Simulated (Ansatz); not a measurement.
Compare A (`CSB(C)O`) with its isomer B (`CC(S)BO`).

Isolated molecules relaxed with PBE0-D4/def2-TZVP in Ansatz; ΔE leaves out vibrations. CCSD(T)/CBS adds triple-zeta CCSD(T) − MP2 to the extrapolated MP2 energy (def2 sets, frozen cores). Functionals use def2-TZVPP. B3LYP here is the variant with VWN-RPA as its local correlation; programs differ in this. Each species was taken in one conformer, which may not be the lowest.

A:

Z-matrix (Å, degrees):
```
C
S 1 1.806
H 1 1.089 2 111.0
H 1 1.089 2 111.0 3 -122.5
H 1 1.089 2 107.0 3 118.7
B 2 1.818 1 103.9 3 61.9
O 6 1.363 2 117.6 1 -179.9
C 6 1.565 2 123.6 1 0.2
H 7 0.961 6 114.5 2 -0.0
H 8 1.091 6 111.0 2 -179.2
H 8 1.094 6 111.6 2 -58.3
H 8 1.094 6 111.3 2 60.2
```

B:

```xyz
12

C    -0.848    0.956    0.593
C    -0.280    0.085   -0.513
S    -1.168   -1.526   -0.471
B     1.207   -0.405   -0.342
O     1.894   -0.309    0.818
H    -1.910    1.163    0.442
H    -0.754    0.480    1.575
H    -0.322    1.915    0.627
H    -0.470    0.542   -1.486
H    -0.533   -2.097   -1.508
H     1.782   -0.921   -1.259
H     1.401    0.117    1.526
```

Which isomer does CCSD(T)/CBS put lower? Give the gap. (Estimate.)

Computed: A, by 27.6 kcal/mol.

Give E(B) − E(A) in kcal/mol with MP2/def2-TZVPP, HF/def2-TZVPP, PBE-D4, r2SCAN-D4, CCSD/def2-TZVPP, PBE0-D4, B3LYP. (Estimate.)

Computed: MP2/def2-TZVPP 27.8, HF/def2-TZVPP 28.3, PBE-D4 28.6, r2SCAN-D4 29.6, CCSD/def2-TZVPP 27.1, PBE0-D4 28.7, B3LYP 28.6. None reverses the order clearly.

Largest T1 diagnostic: 0.012.
